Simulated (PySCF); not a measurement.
Ionisation energy of F+ by level of theory

F+ [He] 2s2 2p4 (3P) → F(2+) [He] 2s2 2p3 (4S), as a difference of total energies. Computed with PySCF 2.14 in aug-cc-pVDZ (4s3p2d, 23 functions), with the non-relativistic Hamiltonian (point nucleus). Correlated levels: valence: 1s2 frozen. The calculations carry no spin-orbit coupling.

```json
{"method": "UHF", "ionisation energy (eV)": "33.353", "error (eV)": "-1.597"}
{"method": "PBE0", "ionisation energy (eV)": "35.255", "error (eV)": "+0.305"}
{"method": "MN15", "ionisation energy (eV)": "35.398", "error (eV)": "+0.448"}
{"method": "MP2 (valence)", "ionisation energy (eV)": "34.244", "error (eV)": "-0.706"}
{"method": "SCS-MP2 (valence)", "ionisation energy (eV)": "34.249", "error (eV)": "-0.701"}
{"method": "CCSD (valence)", "ionisation energy (eV)": "34.259", "error (eV)": "-0.691"}
{"method": "CCSD(T) (valence)", "ionisation energy (eV)": "34.279", "error (eV)": "-0.671"}
```

Reference: 34.950 eV (measured; NIST levels, between the centres of gravity of the two terms).

Errors of the correlated levels include the incompleteness of this basis and the frozen core.
